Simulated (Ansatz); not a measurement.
## Relative stability

The two ends of one reaction step of SiH2Cl3F, closed shell (PBE0-D4/def2-TZVP).

A:

```csv
atom,x (Å),y (Å),z (Å)
Si1,-1.0896,0.3261,0.1527
H2,3.1153,-1.0006,-0.4880
Cl3,-0.8432,-1.2594,-1.0639
Cl4,-2.1794,-0.1818,1.7685
Cl5,-1.9573,1.8510,-0.8365
H6,2.6228,-0.5347,-0.1761
F7,0.3314,0.7994,0.6432
```

B:

```csv
atom,x (Å),y (Å),z (Å)
Si1,-0.4996,-0.4742,-0.5810
H2,0.9043,-0.7085,-0.9348
Cl3,-1.6660,-1.9574,-1.3190
Cl4,-0.6769,-0.4838,1.4644
Cl5,-1.1258,1.3159,-1.2826
H6,1.1864,0.9463,1.5541
F7,1.8775,1.3618,1.0990
```

Program: Ansatz 0.2.0. Basis: def2-TZVPP. Cores are frozen in the correlated methods. B3LYP uses VWN-RPA correlation.

**Question.** Which structure is lower at CCSD(T), and by how much? (To be estimated.)

**Answer.** By the calculation: A, by 108.4 kJ/mol (electronic energy, against the other). By their contacts, A is a complex of SiCl₃F ([F][Si]([Cl])([Cl])[Cl]) + H₂ and B is a complex of SiHCl₃ ([Cl][SiH]([Cl])[Cl]) + HF.

All methods give the same order:

```
      method  E(B) − E(A) (kJ/mol)
       SPW92                  95.8
      PBE-D4                 100.7
     BLYP-D4                 109.9
   r2SCAN-D4                 115.5
      B97M-V                 119.0
     PBE0-D4                 101.4
    B3LYP-D4                 109.6
  r2SCAN0-D4                 112.3
    BHLYP-D4                 111.8
CAM-B3LYP-D4                 111.4
     wB97X-V                 109.4
     wB97M-V                 110.8
      B2PLYP                 111.0
    PBE-QIDH                 106.5
  RPA on PBE                 108.1
          HF                 114.5
         MP2                 111.7
        CCSD                 108.0
     CCSD(T)                 108.4
```

No T1 diagnostic of these runs exceeds 0.010.

Labels in which every atom is bracketed show which atoms are joined, not bond orders.

For scale, one of the runs: CCSD(T)/def2-TZVPP, 227 basis functions (an equivalent command: `ansatz run in.yaml --threads 4`). Time: 95 s of wall clock on 4 CPU threads; the host was shared. Peak host memory: 3.4 GiB.
